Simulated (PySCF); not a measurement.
# Basis-set dependence of excited states

Species: CH3B2Br2F.
Numbering: `[F:1][B:2]([Br:3])[CH2:4][BH:5][Br:6]` (hydrogens: H7, H8 on C4; H9 on B5)

TDDFT with PBE0 (PySCF), vertical singlets, core orbitals frozen in the response, spherical d and f functions. Isolated species at its PBE0-D3(BJ)/def2-SVP geometry (one conformer only). The PBE0/6-31G* calculation is non-relativistic and has no spin–orbit coupling, an omission that weighs most on bromine.

**Question.** How do the low singlets change with the basis? Take 6-31G*, def2-SVP, def2-SVPD, aug-cc-pVDZ, def2-TZVP and def2-TZVPD.

**Answer.** 

```tsv
basis	functions	diffuse	S1 (eV)	S2 (eV)	S3 (eV)	S4 (eV)	S5 (eV)	LUMO (eV)	α (au)
6-31G*	126	no	4.71	5.45	5.95	6.19	6.54	-1.97	64.3
def2-SVP	135	no	4.64	5.39	5.93	6.16	6.48	-2.03	64.1
def2-SVPD	189	yes	4.60	5.33	5.85	6.09	6.43	-2.22	81.6
aug-cc-pVDZ	191	yes	4.63	5.36	5.87	6.10	6.43	-2.18	81.0
def2-TZVP	238	no	4.65	5.40	5.89	6.12	6.43	-2.13	76.8
def2-TZVPD	292	yes	4.64	5.38	5.87	6.10	6.41	-2.16	82.3
```

States are compared by their number. Against the largest diffuse basis here (def2-TZVPD, itself not a converged limit), sets without diffuse functions differ by up to 0.08 eV in S1 and 0.12 eV in S5; the smaller diffuse sets differ by up to 0.04 and 0.02 eV. State by state, the largest deviation of a set without diffuse functions is S1 0.08, S2 0.07, S3 0.09, S4 0.08, S5 0.12 eV. The same number needn't mean the same state in each row. Against def2-TZVPD the polarisability deviates by -22% in 6-31G*, -22% in def2-SVP, -1% in def2-SVPD, -2% in aug-cc-pVDZ, -7% in def2-TZVP.
